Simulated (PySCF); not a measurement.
# Radial density of Re⁺ (rhenium, charge +1)

PBEsol, [Xe] 4f14 5d5 6p1, high-spin 7P determinant (an excited configuration). Computed with PySCF 2.14 in x2c-TZVPPall with one added diffuse shell each of s, p, d, f type (12s8p8d4f1g, 113 functions), with scalar relativity by spin-free X2C-1e.

| r (bohr) | 4πr²ρ (e/bohr) | 4πr²(ρα − ρβ) |
| --- | --- | --- |
| 0.0137 | 103.5 | -0.0003 |
| 0.0231 | 90.33 | 0.0024 |
| 0.0388 | 118.3 | 0.0204 |
| 0.0652 | 132.9 | 0.1238 |
| 0.110 | 108.1 | 0.2821 |
| 0.185 | 116.0 | 0.0116 |
| 0.310 | 66.72 | 0.3789 |
| 0.522 | 63.73 | 0.1223 |
| 0.878 | 20.89 | 1.1924 |
| 1.48 | 8.623 | 3.2829 |
| 2.49 | 1.711 | 1.5141 |
| 4.18 | 0.3585 | 0.3581 |
| 7.03 | 0.01921 | 0.0192 |
| 11.8 | 1.392e-05 | 0.0000 |

Densities and radii are taken from the X2C orbitals without a picture-change correction, which distorts them close to the nucleus.

Spin-orbit coupling, absent here, splits the open shell strongly.
